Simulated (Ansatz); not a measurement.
Total energies of CH₃GaOS.

```tsv
atom	x (Å)	y (Å)	z (Å)
S1	-0.880	2.838	0.184
Ga2	-1.665	0.832	-0.649
C3	0.575	-1.493	-0.042
O4	0.497	-0.315	0.181
H5	0.247	2.249	0.620
H6	-0.232	-2.037	-0.567
H7	1.458	-2.074	0.272
```

Total charge 0; spin multiplicity 1. Correlated methods include outer-core shells of Ga, which these sets cover unevenly. Scalar relativity is left out up to krypton. The bonds changed during the relaxation, so this is another structure than the one it started from. The geometry is a stationary point of PBE0-D4/def2-TZVP. It is one conformer, not always the lowest. Basis def2-TZVPP, Ansatz 0.2.0.

RPA on PBE orbitals: Hartree–Fock energy of these orbitals -2435.26937 Eh, correlation -1.24504 Eh (frozen core).

```tsv
functional	energy without D4 (Eh)	D4 term (kJ/mol)
LDA (SPW92)	-2432.93974	–
PBE	-2437.66017	-15.5
revPBE	-2438.00884	-41.7
BLYP	-2438.30433	-33.4
r2SCAN	-2438.14717	-3.6
B97M-V	-2437.75477	–
PBE0	-2437.72686	-13.2
B3LYP	-2438.32685	-25.4
r2SCANh	-2438.12628	-3.9
r2SCAN0	-2438.09650	-4.4
HSE06 (plane-wave form)	-2437.71350	-12.5
BHLYP	-2438.16092	-22.2
CAM-B3LYP	-2438.33297	-13.8
LC-ωPBE	-2437.79721	–
ωB97X-V	-2437.96898	–
ωB97M-V	-2438.08583	–
B2PLYP	-2437.67780	–
PBE-QIDH	-2437.27982	–
```

B3LYP takes the VWN-RPA correlation (the form of Gaussian; ORCA's B3LYP/G). HSE06 is the plane-wave form, built on full-range PBE exchange. The double hybrids freeze the cores in their second-order part.

LC-ωPBE has ω = 0.4 bohr⁻¹.
